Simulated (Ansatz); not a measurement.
Geometry optimisation of the cluster Cd5O5.

```yaml
crystal:
  periodic: [false, false, false]
  atoms:
    - {symbol: Cd, position_ang: [-1.139670, 0.521870, -3.976870]}
    - {symbol: Cd, position_ang: [-1.471170, -0.924220, -1.434840]}
    - {symbol: Cd, position_ang: [1.692430, -0.561090, -0.442350]}
    - {symbol: Cd, position_ang: [-1.742910, 0.288540, 0.984760]}
    - {symbol: Cd, position_ang: [0.555370, -0.916830, 2.229470]}
    - {symbol: O, position_ang: [0.323370, 1.594120, -0.144920]}
    - {symbol: O, position_ang: [-1.287150, -0.326120, 2.813240]}
    - {symbol: O, position_ang: [1.370990, 1.257720, 0.688400]}
    - {symbol: O, position_ang: [1.110220, -2.064040, 0.700010]}
    - {symbol: O, position_ang: [0.588520, 1.130020, -1.416890]}
basis:
  gaussian: {orbitals: def2-SVP}
hamiltonian: {xc: pbe0, dispersion: d4}
scf: {lower_state_search: "off"}
output: {orbitals: {seedname: orbitals}}
relax: {f_tol: 0.02, max_steps: 100}
```

```sh
$ ansatz run in.yaml --threads 4 --pin off --events-out ev --progress --plain --max-ram 4787MiB
```

It prints (some lines left out):

```
Functional definition: PBE0
mean field -33029.85851026 eV, -1213.8249118100 hartree, gradient 5.0e-6 eV, S^2 0.000000; 0 other end points of the search recorded, 0 dependent functions left out
relax step   1: F+E_penalty+E_count = -33030.42317364 eV  Δ(F+E_penalty+E_count) = +0.000e0 eV  max|allowed force component| = 1.292e0 eV/Å  Δτ_max = 0.0000 Å  (27 SCF iters, accepted)
mean field -33030.35688867 eV, -1213.8432268785 hartree, gradient 1.0e-6 eV, S^2 0.000000; 0 other end points of the search recorded, 0 dependent functions left out
relax step   2: F+E_penalty+E_count = -33030.91697906 eV  Δ(F+E_penalty+E_count) = -4.938e-1 eV  max|allowed force component| = 5.607e-1 eV/Å  Δτ_max = 0.1909 Å  (38 SCF iters, accepted)
mean field -33030.59499975 eV, -1213.8519772994 hartree, gradient 2.0e-6 eV, S^2 0.000000; 0 other end points of the search recorded, 0 dependent functions left out
relax step   3: F+E_penalty+E_count = -33031.15162838 eV  Δ(F+E_penalty+E_count) = -2.346e-1 eV  max|allowed force component| = 5.466e-1 eV/Å  Δτ_max = 0.1958 Å  (32 SCF iters, accepted)
mean field -33030.77195144 eV, -1213.8584801542 hartree, gradient 1.3e-6 eV, S^2 0.000000; 0 other end points of the search recorded, 0 dependent functions left out
relax step   4: F+E_penalty+E_count = -33031.32088498 eV  Δ(F+E_penalty+E_count) = -1.693e-1 eV  max|allowed force component| = 3.456e-1 eV/Å  Δτ_max = 0.1924 Å  (31 SCF iters, accepted)
mean field -33030.90650819 eV, -1213.8634250235 hartree, gradient 1.8e-6 eV, S^2 0.000000; 0 other end points of the search recorded, 0 dependent functions left out
relax step   5: F+E_penalty+E_count = -33031.44811598 eV  Δ(F+E_penalty+E_count) = -1.272e-1 eV  max|allowed force component| = 4.045e-1 eV/Å  Δτ_max = 0.1999 Å  (30 SCF iters, accepted)
mean field -33031.05739326 eV, -1213.8689699474 hartree, gradient 2.2e-6 eV, S^2 0.000000; 0 other end points of the search recorded, 0 dependent functions left out
relax step   6: F+E_penalty+E_count = -33031.59541730 eV  Δ(F+E_penalty+E_count) = -1.473e-1 eV  max|allowed force component| = 5.363e-1 eV/Å  Δτ_max = 0.1945 Å  (30 SCF iters, accepted)
mean field -33031.28165648 eV, -1213.8772114686 hartree, gradient 7.8e-7 eV, S^2 0.000000; 0 other end points of the search recorded, 0 dependent functions left out
relax step   7: F+E_penalty+E_count = -33031.81661701 eV  Δ(F+E_penalty+E_count) = -2.212e-1 eV  max|allowed force component| = 9.590e-1 eV/Å  Δτ_max = 0.1947 Å  (35 SCF iters, accepted)
mean field -33031.47637212 eV, -1213.8843671364 hartree, gradient 1.7e-6 eV, S^2 0.000000; 0 other end points of the search recorded, 0 dependent functions left out
relax step   8: F+E_penalty+E_count = -33032.01146373 eV  Δ(F+E_penalty+E_count) = -1.948e-1 eV  max|allowed force component| = 1.205e0 eV/Å  Δτ_max = 0.1902 Å  (31 SCF iters, accepted)
mean field -33031.61146033 eV, -1213.8893315367 hartree, gradient 2.4e-6 eV, S^2 0.000000; 0 other end points of the search recorded, 0 dependent functions left out
relax step   9: F+E_penalty+E_count = -33032.13640285 eV  Δ(F+E_penalty+E_count) = -1.249e-1 eV  max|allowed force component| = 1.056e0 eV/Å  Δτ_max = 0.1951 Å  (30 SCF iters, accepted)
mean field -33031.66773935 eV, -1213.8913997524 hartree, gradient 1.3e-6 eV, S^2 0.000000; 0 other end points of the search recorded, 0 dependent functions left out
relax step  10: F+E_penalty+E_count = -33032.19230630 eV  Δ(F+E_penalty+E_count) = -5.590e-2 eV  max|allowed force component| = 6.646e-1 eV/Å  Δτ_max = 0.2000 Å  (29 SCF iters, accepted)
mean field -33031.71734046 eV, -1213.8932225597 hartree, gradient 7.4e-7 eV, S^2 0.000000; 0 other end points of the search recorded, 0 dependent functions left out
relax step  11: F+E_penalty+E_count = -33032.23711063 eV  Δ(F+E_penalty+E_count) = -4.480e-2 eV  max|allowed force component| = 2.092e-1 eV/Å  Δτ_max = 0.1427 Å  (30 SCF iters, accepted)
mean field -33031.71153238 eV, -1213.8930091166 hartree, gradient 7.4e-7 eV, S^2 0.000000; 0 other end points of the search recorded, 0 dependent functions left out
relax step  12: F+E_penalty+E_count = -33032.23108006 eV  Δ(F+E_penalty+E_count) = +6.031e-3 eV  max|allowed force component| = 3.473e-1 eV/Å  Δτ_max = 0.2000 Å  (30 SCF iters, rejected (line search))
mean field -33031.73728976 eV, -1213.8939556831 hartree, gradient 6.9e-7 eV, S^2 0.000000; 0 other end points of the search recorded, 0 dependent functions left out
relax step  13: F+E_penalty+E_count = -33032.25754649 eV  Δ(F+E_penalty+E_count) = -2.044e-2 eV  max|allowed force component| = 7.164e-2 eV/Å  Δτ_max = 0.0970 Å  (30 SCF iters, accepted)
mean field -33031.74913805 eV, -1213.8943910997 hartree, gradient 7.0e-7 eV, S^2 0.000000; 0 other end points of the search recorded, 0 dependent functions left out
relax step  14: F+E_penalty+E_count = -33032.26800807 eV  Δ(F+E_penalty+E_count) = -1.046e-2 eV  max|allowed force component| = 9.423e-2 eV/Å  Δτ_max = 0.1000 Å  (31 SCF iters, accepted)
mean field -33031.76520135 eV, -1213.8949814148 hartree, gradient 6.9e-7 eV, S^2 0.000000; 0 other end points of the search recorded, 0 dependent functions left out
relax step  15: F+E_penalty+E_count = -33032.27752315 eV  Δ(F+E_penalty+E_count) = -9.515e-3 eV  max|allowed force component| = 1.470e-1 eV/Å  Δτ_max = 0.1472 Å  (30 SCF iters, accepted)
mean field -33031.76993018 eV, -1213.8951551963 hartree, gradient 8.2e-7 eV, S^2 0.000000; 0 other end points of the search recorded, 0 dependent functions left out
relax step  16: F+E_penalty+E_count = -33032.28148353 eV  Δ(F+E_penalty+E_count) = -3.960e-3 eV  max|allowed force component| = 1.764e-1 eV/Å  Δτ_max = 0.0536 Å  (30 SCF iters, accepted)
mean field -33031.77144457 eV, -1213.8952108491 hartree, gradient 8.0e-7 eV, S^2 0.000000; 0 other end points of the search recorded, 0 dependent functions left out
relax step  17: F+E_penalty+E_count = -33032.28501747 eV  Δ(F+E_penalty+E_count) = -3.534e-3 eV  max|allowed force component| = 1.627e-1 eV/Å  Δτ_max = 0.0761 Å  (29 SCF iters, accepted)
mean field -33031.77457534 eV, -1213.8953259029 hartree, gradient 8.1e-7 eV, S^2 0.000000; 0 other end points of the search recorded, 0 dependent functions left out
relax step  18: F+E_penalty+E_count = -33032.28731585 eV  Δ(F+E_penalty+E_count) = -2.298e-3 eV  max|allowed force component| = 1.184e-1 eV/Å  Δτ_max = 0.0900 Å  (30 SCF iters, accepted)
mean field -33031.77792982 eV, -1213.8954491775 hartree, gradient 8.3e-7 eV, S^2 0.000000; 0 other end points of the search recorded, 0 dependent functions left out
relax step  19: F+E_penalty+E_count = -33032.28912463 eV  Δ(F+E_penalty+E_count) = -1.809e-3 eV  max|allowed force component| = 4.778e-2 eV/Å  Δτ_max = 0.1010 Å  (30 SCF iters, accepted)
mean field -33031.77994224 eV, -1213.8955231329 hartree, gradient 8.4e-7 eV, S^2 0.000000; 0 other end points of the search recorded, 0 dependent functions left out
relax step  20: F+E_penalty+E_count = -33032.28963603 eV  Δ(F+E_penalty+E_count) = -5.114e-4 eV  max|allowed force component| = 3.043e-2 eV/Å  Δτ_max = 0.0464 Å  (31 SCF iters, accepted)
mean field -33031.78239484 eV, -1213.8956132640 hartree, gradient 8.5e-7 eV, S^2 0.000000; 0 other end points of the search recorded, 0 dependent functions left out
relax step  21: F+E_penalty+E_count = -33032.29007670 eV  Δ(F+E_penalty+E_count) = -4.407e-4 eV  max|allowed force component| = 3.830e-2 eV/Å  Δτ_max = 0.0146 Å  (31 SCF iters, accepted)
mean field -33031.79076559 eV, -1213.8959208836 hartree, gradient 7.8e-7 eV, S^2 0.000000; 0 other end points of the search recorded, 0 dependent functions left out
relax step  22: F+E_penalty+E_count = -33032.29314335 eV  Δ(F+E_penalty+E_count) = -3.067e-3 eV  max|allowed force component| = 1.326e-1 eV/Å  Δτ_max = 0.0665 Å  (31 SCF iters, accepted)
mean field -33031.74992256 eV, -1213.8944199297 hartree, gradient 1.0e-6 eV, S^2 0.000000; 0 other end points of the search recorded, 0 dependent functions left out
relax step  23: F+E_penalty+E_count = -33032.25823101 eV  Δ(F+E_penalty+E_count) = +3.491e-2 eV  max|allowed force component| = 4.051e-1 eV/Å  Δτ_max = 0.1904 Å  (30 SCF iters, rejected (line search))
mean field -33031.79786748 eV, -1213.8961818731 hartree, gradient 8.0e-7 eV, S^2 0.000000; 0 other end points of the search recorded, 0 dependent functions left out
relax step  24: F+E_penalty+E_count = -33032.30070130 eV  Δ(F+E_penalty+E_count) = -7.558e-3 eV  max|allowed force component| = 1.080e-1 eV/Å  Δτ_max = 0.0590 Å  (32 SCF iters, accepted)
mean field -33031.80067879 eV, -1213.8962851868 hartree, gradient 8.3e-7 eV, S^2 0.000000; 0 other end points of the search recorded, 0 dependent functions left out
relax step  25: F+E_penalty+E_count = -33032.30596926 eV  Δ(F+E_penalty+E_count) = -5.268e-3 eV  max|allowed force component| = 8.522e-2 eV/Å  Δτ_max = 0.0975 Å  (31 SCF iters, accepted)
mean field -33031.79633250 eV, -1213.8961254638 hartree, gradient 8.0e-7 eV, S^2 0.000000; 0 other end points of the search recorded, 0 dependent functions left out
relax step  26: F+E_penalty+E_count = -33032.29824251 eV  Δ(F+E_penalty+E_count) = +7.727e-3 eV  max|allowed force component| = 1.926e-1 eV/Å  Δτ_max = 0.0869 Å  (29 SCF iters, rejected (line search))
mean field -33031.80543047 eV, -1213.8964598077 hartree, gradient 8.3e-7 eV, S^2 0.000000; 0 other end points of the search recorded, 0 dependent functions left out
relax step  27: F+E_penalty+E_count = -33032.30950603 eV  Δ(F+E_penalty+E_count) = -3.537e-3 eV  max|allowed force component| = 3.160e-2 eV/Å  Δτ_max = 0.0422 Å  (30 SCF iters, accepted)
mean field -33031.80520922 eV, -1213.8964516770 hartree, gradient 8.1e-7 eV, S^2 0.000000; 0 other end points of the search recorded, 0 dependent functions left out
relax step  28: F+E_penalty+E_count = -33032.30941992 eV  Δ(F+E_penalty+E_count) = +8.612e-5 eV  max|allowed force component| = 8.823e-2 eV/Å  Δτ_max = 0.0526 Å  (29 SCF iters, rejected (line search))
mean field -33031.80581206 eV, -1213.8964738312 hartree, gradient 8.0e-7 eV, S^2 0.000000; 0 other end points of the search recorded, 0 dependent functions left out
relax step  29: F+E_penalty+E_count = -33032.31039199 eV  Δ(F+E_penalty+E_count) = -8.860e-4 eV  max|allowed force component| = 1.410e-2 eV/Å  Δτ_max = 0.0253 Å  (31 SCF iters, accepted)
mean field -33031.80568543 eV, -1213.8964691773 hartree, gradient 8.0e-7 eV, S^2 0.000000; 0 other end points of the search recorded, 0 dependent functions left out
relax step  30: F+E_penalty+E_count = -33032.31056597 eV  Δ(F+E_penalty+E_count) = -1.740e-4 eV  max|allowed force component| = 1.850e-2 eV/Å  Δτ_max = 0.0208 Å  (32 SCF iters, accepted)
Total energy: -33032.31060716 eV, -1213.9150247087 hartree
Atom 0 at    -0.771169     0.303283    -3.592864 Å, force    -0.001049    -0.001274     0.000214 eV/Å
Atom 1 at    -2.319608     1.035464    -1.283065 Å, force     0.000653    -0.000187    -0.000556 eV/Å
Atom 2 at     1.791381    -0.637779    -0.260634 Å, force    -0.001799     0.002105    -0.002541 eV/Å
Atom 3 at    -1.750784     0.348248     1.258865 Å, force    -0.003641     0.002390    -0.000675 eV/Å
Atom 4 at     0.537936    -1.469395     2.342785 Å, force     0.002353    -0.004641    -0.000286 eV/Å
Atom 5 at     0.309653     1.502173    -1.041855 Å, force     0.007771    -0.017082    -0.005895 eV/Å
Atom 6 at    -1.220937    -0.741660     2.888661 Å, force     0.001012     0.001420    -0.000999 eV/Å
Atom 7 at     0.286804     1.033368     0.269680 Å, force     0.002869     0.002088    -0.007410 eV/Å
Atom 8 at     2.164191    -1.887154     1.255440 Å, force    -0.000917     0.001526    -0.000357 eV/Å
Atom 9 at     0.972533     0.513422    -1.837002 Å, force    -0.007252     0.013654     0.018505 eV/Å
Dipole moment:    -0.347656     0.158030    -0.861640 e Å
Checks for a lower state left out: stability, starts, cluster_reference, orbital_swaps, neighbouring_geometries, increment
```

Hardware: 4 threads of Intel Xeon 6975P-C on a shared host. Wall time 2.9 min, peak host memory 0.98 GiB.

In the def2 sets Cd takes a core potential; there is no spin–orbit coupling. The structure holds 2 bonds between oxygen atoms, so isomers without such links may lie far lower. The restricted singlet is unstable towards broken spin symmetry in Hartree–Fock (as tested in another run); at PBE0-D4/def2-SVP this wasn't settled. The structure comes from a short search, and lower isomers may exist.
